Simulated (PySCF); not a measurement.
PySCF input for C₄H₆ClF, SMILES C/C(F)=C(\C)Cl, PBE-D3(BJ)/def2-SVP. Geometry optimised at PBE-D3(BJ)/def2-SVP.

```python
import numpy as np
from pyscf import gto, scf, dft, df
from pyscf.hessian import thermo

mol = gto.M(
    atom='''
    C     0.37985948    2.29013929   -0.00000000
    C    -0.21656847    0.92284636    0.00000000
    F    -1.56687435    0.95279150   -0.00000000
    C     0.42326925   -0.27036079   -0.00000000
    C     1.90055740   -0.50622031    0.00000000
    Cl   -0.54436347   -1.73103996    0.00000000
    H     0.03789747    2.85590032    0.89246090
    H     0.03789747    2.85590032   -0.89246090
    H     1.48343312    2.26926532    0.00000001
    H     2.20158550   -1.09406837    0.89232787
    H     2.47094311    0.44119933   -0.00000000
    H     2.20158550   -1.09406837   -0.89232788
    ''',
    basis='def2-SVP',
    charge=0,
    spin=0,
    max_memory=1600,
    verbose=3,
)
mf = dft.RKS(mol, xc='pbe').density_fit(auxbasis='def2-universal-jkfit')
mf.disp = 'd3bj'
mf.grids.level = 3
mf.conv_tol = 1e-11
mf.max_cycle = 100
mf.kernel()

# [left out here: the lines that compute and print the analytic Hessian (its translational invariance restored by hand, since the grid's response is missing), thermochemistry and intensities]
```

Log of the run:

```
converged SCF energy = -715.241797438773

WARN: DFTD3 does not support analytical Hessian, using finite difference


WARN: Mole.unit (angstrom) is changed to Bohr

Mode                                 0                   1                   2
Irrep
Freq [cm^-1]                      138.6025            151.0759            180.1062
Reduced mass [au]                   3.0694              1.0624              1.0895
Force const [Dyne/A]                0.0347              0.0143              0.0208
Char temp [K]                     199.4182            217.3645            259.1327
Normal mode                   x     y     z       x     y     z       x     y     z
       0   C                 0.00 -0.00  0.13    0.00 -0.00 -0.04   -0.00  0.00 -0.02
       1   C                 0.00 -0.00 -0.03   -0.00  0.00  0.03   -0.00  0.00  0.02
       2   F                 0.00 -0.00 -0.11   -0.00  0.00  0.02   -0.00 -0.00  0.05
       3   C                 0.00 -0.00 -0.02   -0.00 -0.00  0.03    0.00  0.00 -0.01
       4   C                 0.00  0.00 -0.10   -0.00  0.00 -0.02    0.00 -0.00  0.01
       5  Cl                -0.00 -0.00  0.06    0.00 -0.00 -0.00   -0.00  0.00 -0.03
       6   H                -0.16 -0.07  0.11   -0.34  0.17 -0.28   -0.25  0.11 -0.19
       7   H                 0.16  0.07  0.11    0.34 -0.17 -0.28    0.25 -0.11 -0.19
       8   H                 0.00 -0.00  0.34    0.00 -0.00  0.38   -0.00 -0.00  0.30
       9   H                 0.07  0.04 -0.10   -0.02 -0.29 -0.21    0.06  0.38  0.25
      10   H                -0.00  0.00 -0.21   -0.00  0.00  0.30    0.00 -0.00 -0.43
      11   H                -0.07 -0.04 -0.10    0.02  0.29 -0.21   -0.06 -0.38  0.25
Mode                                 3                   4                   5
Irrep
Freq [cm^-1]                      216.9174            311.5538            324.8639
Reduced mass [au]                   9.0661              3.3253              2.7682
[...]
      11   H                -0.31  0.11 -0.10    0.38 -0.15  0.13    0.20  0.14 -0.07
Mode                                15                  16                  17
Irrep
Freq [cm^-1]                     1144.3848           1247.0178           1346.1912
Reduced mass [au]                   3.8368              3.3960              1.4888
Force const [Dyne/A]                2.9605              3.1115              1.5897
Char temp [K]                    1646.5149           1794.1809           1936.8694
Normal mode                   x     y     z       x     y     z       x     y     z
       0   C                 0.03 -0.03 -0.00    0.03  0.01 -0.00    0.03  0.06 -0.00
       1   C                -0.06  0.08 -0.00   -0.20 -0.10  0.00   -0.04 -0.04 -0.00
       2   F                 0.05 -0.02 -0.00    0.08  0.01 -0.00    0.01  0.00 -0.00
       3   C                -0.20 -0.00  0.00    0.04  0.03 -0.00    0.05  0.01  0.00
       4   C                 0.09 -0.02  0.00    0.01 -0.02  0.00   -0.14  0.02  0.00
       5  Cl                 0.01  0.01  0.00   -0.00  0.00  0.00   -0.00  0.00 -0.00
       6   H                -0.13 -0.07 -0.03    0.06  0.20 -0.10   -0.10 -0.08  0.03
       7   H                -0.13 -0.07  0.03    0.06  0.20  0.10   -0.10 -0.08 -0.03
       8   H                 0.02  0.05  0.00    0.04  0.33  0.00    0.02 -0.15  0.00
       9   H                 0.22  0.00 -0.02   -0.03  0.01  0.03    0.41  0.03 -0.16
      10   H                 0.21 -0.08 -0.00   -0.10  0.04  0.00    0.35 -0.26 -0.00
      11   H                 0.22  0.00  0.02   -0.03  0.01 -0.03    0.41  0.03  0.16
Mode                                18                  19                  20
Irrep
Freq [cm^-1]                     1354.2704           1386.0791           1390.0406
Reduced mass [au]                   1.4740              1.0399              1.0389
Force const [Dyne/A]                1.5928              1.1771              1.1827
Char temp [K]                    1948.4936           1994.2592           1999.9590
Normal mode                   x     y     z       x     y     z       x     y     z
       0   C                 0.06  0.13  0.00    0.00  0.00 -0.03   -0.00  0.00  0.04
       1   C                -0.07 -0.04  0.00    0.00 -0.00 -0.02    0.00 -0.00  0.02
       2   F                 0.02  0.00  0.00    0.00 -0.00  0.00    0.00 -0.00 -0.00
       3   C                 0.01 -0.00 -0.00   -0.00 -0.00  0.02   -0.00  0.00  0.01
       4   C                 0.04 -0.01 -0.00    0.00 -0.00  0.04    0.00 -0.00  0.03
       5  Cl                 0.00  0.00 -0.00    0.00  0.00 -0.00    0.00 -0.00 -0.00
       6   H                -0.22 -0.34  0.18    0.30  0.11  0.03   -0.35 -0.12 -0.03
       7   H                -0.22 -0.34 -0.18   -0.30 -0.11  0.03    0.35  0.12 -0.03
       8   H                 0.04 -0.39 -0.00    0.00 -0.00  0.45   -0.00  0.00 -0.53
       9   H                -0.18  0.04  0.10   -0.29 -0.23 -0.03   -0.25 -0.20 -0.03
      10   H                -0.14  0.09  0.00   -0.00  0.00 -0.52   -0.00  0.00 -0.45
      11   H                -0.18  0.04 -0.10    0.29  0.23 -0.03    0.25  0.20 -0.03
Mode                                21                  22                  23
Irrep
Freq [cm^-1]                     1400.9062           1408.1872           1719.3039
Reduced mass [au]                   1.0491              1.0544              8.6489
Force const [Dyne/A]                1.2130              1.2319             15.0631
Char temp [K]                    2015.5921           2026.0678           2473.6955
Normal mode                   x     y     z       x     y     z       x     y     z
       0   C                 0.04 -0.01  0.00    0.02 -0.00  0.00   -0.00  0.03 -0.00
       1   C                 0.01  0.01  0.00   -0.02  0.02  0.00    0.10 -0.18  0.00
       2   F                -0.00  0.00 -0.00    0.00 -0.00 -0.00   -0.02  0.01  0.00
       3   C                 0.02 -0.03  0.00    0.01 -0.00  0.00   -0.10  0.16 -0.00
       4   C                -0.00 -0.01  0.00    0.01  0.05  0.00    0.02 -0.01  0.00
       5  Cl                -0.00  0.00  0.00    0.00 -0.00 -0.00   -0.00 -0.00 -0.00
       6   H                -0.36  0.33 -0.36   -0.13  0.05 -0.08    0.00  0.07 -0.03
       7   H                -0.36  0.33  0.36   -0.13  0.05  0.08    0.00  0.07  0.03
       8   H                 0.02 -0.38 -0.00    0.01 -0.14 -0.00    0.00 -0.08  0.00
       9   H                -0.08  0.13  0.11    0.07 -0.48 -0.35    0.06 -0.03 -0.03
      10   H                 0.06 -0.04 -0.00   -0.33  0.23 -0.00   -0.05  0.03 -0.00
      11   H                -0.08  0.13 -0.11    0.07 -0.48  0.35    0.06 -0.03  0.03
Mode                                24                  25                  26
Irrep
Freq [cm^-1]                     2968.2426           2970.3200           3037.8068
Reduced mass [au]                   1.0384              1.0398              1.1019
Force const [Dyne/A]                5.3901              5.4049              5.9910
Char temp [K]                    4270.6403           4273.6291           4370.7276
Normal mode                   x     y     z       x     y     z       x     y     z
       0   C                -0.00  0.03 -0.00    0.00 -0.04  0.00   -0.00 -0.00 -0.09
       1   C                -0.00 -0.00 -0.00    0.00 -0.00 -0.00    0.00  0.00 -0.00
       2   F                -0.00  0.00  0.00   -0.00  0.00  0.00    0.00  0.00  0.00
       3   C                 0.00 -0.00  0.00   -0.00  0.00  0.00   -0.00  0.00 -0.00
       4   C                -0.04  0.02 -0.00   -0.03  0.02 -0.00    0.00  0.00  0.00
       5  Cl                 0.00  0.00  0.00   -0.00 -0.00 -0.00   -0.00  0.00 -0.00
       6   H                 0.12 -0.19 -0.31   -0.16  0.25  0.42   -0.21  0.35  0.53
       7   H                 0.12 -0.19  0.31   -0.16  0.25 -0.42    0.21 -0.35  0.53
       8   H                -0.23  0.01 -0.00    0.28 -0.01  0.00    0.00 -0.00 -0.01
       9   H                 0.13 -0.26  0.40    0.10 -0.20  0.31   -0.00  0.00 -0.00
      10   H                 0.17  0.30  0.00    0.12  0.21  0.00   -0.00 -0.00  0.00
      11   H                 0.13 -0.26 -0.40    0.10 -0.20 -0.31    0.00 -0.00 -0.00
Mode                                27                  28                  29
Irrep
Freq [cm^-1]                     3040.8600           3086.3552           3109.0907
Reduced mass [au]                   1.1025              1.1016              1.0997
Force const [Dyne/A]                6.0067              6.1828              6.2631
Char temp [K]                    4375.1206           4440.5779           4473.2893
Normal mode                   x     y     z       x     y     z       x     y     z
       0   C                 0.00 -0.00 -0.00   -0.01  0.00  0.00    0.08 -0.02 -0.00
       1   C                -0.00  0.00 -0.00    0.00  0.00 -0.00    0.00 -0.00 -0.00
       2   F                 0.00  0.00 -0.00    0.00 -0.00 -0.00   -0.00 -0.00 -0.00
       3   C                 0.00 -0.00 -0.00   -0.00  0.00 -0.00   -0.00  0.00 -0.00
       4   C                -0.00 -0.00 -0.09    0.02  0.08 -0.00    0.00  0.01 -0.00
       5  Cl                 0.00  0.00  0.00   -0.00 -0.00 -0.00   -0.00 -0.00 -0.00
       6   H                -0.00  0.00  0.00    0.01 -0.02 -0.04   -0.06  0.12  0.19
       7   H                 0.00 -0.00  0.00    0.01 -0.02  0.04   -0.06  0.12 -0.19
       8   H                -0.00  0.00 -0.00    0.12 -0.00 -0.00   -0.88  0.02 -0.00
       9   H                 0.18 -0.36  0.53    0.08 -0.14  0.23    0.01 -0.02  0.03
      10   H                 0.00  0.00 -0.01   -0.43 -0.73 -0.00   -0.07 -0.11 -0.00
      11   H                -0.18  0.36  0.53    0.08 -0.14 -0.23    0.01 -0.02 -0.03
temperature 298.1500 [K]
pressure 101325.00 [Pa]
Rotational constants [GHz] 4.03398 2.22083 1.45885
Symmetry number 1
Zero-point energy (ZPE) 0.08847 [Eh]   232280.109 [J/mol]
                           tot       elec      trans        rot        vib
Entropy [J/mol/K]       349.204      0.000    167.202    115.477     66.525
Cv [J/mol/K]            104.092      0.000     12.472     12.472     79.149
Cp [J/mol/K]            112.406      0.000     20.786     12.472     79.149
Internal energy [J/mol]                      3718.434   3718.434 243921.460
Internal energy [Eh]   -715.14606  -715.24180
Enthalpy [J/mol]                             6197.391   3718.434 243921.460
Enthalpy [Eh]          -715.14512
Gibbs free energy [J/mol]                  -43653.933 -30711.007 224087.009
Gibbs free energy [Eh] -715.18477
static polarisability / bohr^3: [[55.853 -2.387 -0.   ]
 [-2.378 76.323  0.   ]
 [-0.     0.    36.864]]
largest difference of analytic and finite-field dipole derivatives / e: 0.0013104565210291103
mode   freq/cm-1   IR/(km/mol)   Raman/(A^4/amu)   depolarisation
   1      138.60         0.269             0.231            0.750
   2      151.08         1.147             0.174            0.750
   3      180.11         0.001             0.023            0.750
   4      216.92         0.727             0.750            0.745
   5      311.55         2.128             0.264            0.750
   6      324.86         0.308             2.774            0.553
   7      375.31         1.499             0.753            0.124
   8      500.66         9.755             4.120            0.666
   9      530.13         0.441             4.234            0.750
  10      619.81        18.307             9.147            0.165
  11      845.58        12.366             2.116            0.213
  12      954.61         4.167             5.647            0.715
  13     1001.44         3.389             0.659            0.750
  14     1010.18         0.142             0.585            0.750
  15     1064.29        66.751             0.518            0.365
  16     1144.38        46.238             0.738            0.410
  17     1247.02        62.057             0.655            0.381
  18     1346.19         0.397            17.582            0.659
  19     1354.27        22.784            31.685            0.318
  20     1386.08         0.323             1.082            0.750
  21     1390.04        16.473            25.333            0.750
  22     1400.91         4.697            23.137            0.577
  23     1408.19         9.328            46.440            0.645
  24     1719.30        27.040            47.238            0.193
  25     2968.24        26.720            23.963            0.602
  26     2970.32        11.382           473.225            0.046
  27     3037.81         5.849           143.240            0.750
  28     3040.86         6.594           113.131            0.750
  29     3086.36        11.061            56.921            0.732
  30     3109.09         6.658            56.289            0.748
max |gradient| / (hartree/bohr): 2.968875431494421e-05
APT charges: [-0.0136  0.4941 -0.4774  0.2547 -0.0026 -0.3029 -0.0025 -0.0025  0.0308
  0.0066  0.0085  0.0066]
```

The calculation finished and met its thresholds.

Cost: very roughly 7 core-minutes.
